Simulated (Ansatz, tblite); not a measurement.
Spin states of the cluster SrO2⁻, each relaxed with PBE0-D4/def2-TZVPD in Ansatz. Electronic energies in the gas phase.

In the def2 sets Sr takes a core potential, while STO-3G treats all electrons; there is no spin–orbit coupling. The xTB rows come from tblite. Correlated methods freeze 2 core orbitals; core or outer-core shells of Sr are correlated, in sets that lack core-valence functions. The structure holds 1 bond(s) between oxygen atoms. Another isomer (doublet) lies 0.30 eV lower at PBE-D4/def2-TZVPD.

Doublet geometry (C2v within 0.1 Å):

```csv
atom,x (Å),y (Å),z (Å)
Sr1,0.7121,-0.6518,0.9457
O2,-0.9718,-0.0225,-0.2494
O3,0.2597,0.6743,-0.6963
```

Quartet geometry (C2v within 0.1 Å):

```xyz
3

Sr    1.0275   -0.0806    1.1200
O    -0.9737    0.2190   -0.1252
O    -0.0538   -0.1384   -0.9948
```

⟨S²⟩: doublet 0.75 at PBE0-D4/def2-TZVPD (pure 0.75), quartet 3.76 at PBE0-D4/def2-TZVPD (pure 3.75).

Only these spin states were relaxed.

| level | quartet − doublet (kcal/mol) | lowest of these | remarks |
| --- | --- | --- | --- |
| HF/STO-3G | 27.8 | doublet | HOMO above zero (doublet), HOMO above zero (quartet) |
| ωB97M-V/def2-TZVPD | 29.9 | doublet | HOMO above zero (quartet) |
| RPA@PBE/def2-TZVPD | 18.7 | doublet | – |
| MP2/def2-TZVPD | 27.1 | doublet | – |

Task: Estimate the rows for GFN1-xTB, PBE-D4/def2-TZVPD, BLYP-D4/def2-TZVPD, PBE-QIDH/def2-TZVPD.

Result: 
```json
{"level": "GFN1-xTB", "quartet − doublet (kcal/mol)": "72.9", "lowest of these": "doublet", "remarks": "–"}
{"level": "PBE-D4/def2-TZVPD", "quartet − doublet (kcal/mol)": "28.7", "lowest of these": "doublet", "remarks": "HOMO above zero (doublet), HOMO above zero (quartet)"}
{"level": "BLYP-D4/def2-TZVPD", "quartet − doublet (kcal/mol)": "31.3", "lowest of these": "doublet", "remarks": "HOMO above zero (doublet), HOMO above zero (quartet)"}
{"level": "PBE-QIDH/def2-TZVPD", "quartet − doublet (kcal/mol)": "21.6", "lowest of these": "doublet", "remarks": "–"}
```

The xTB methods have no term that favours high spin, so they put low spin too low.
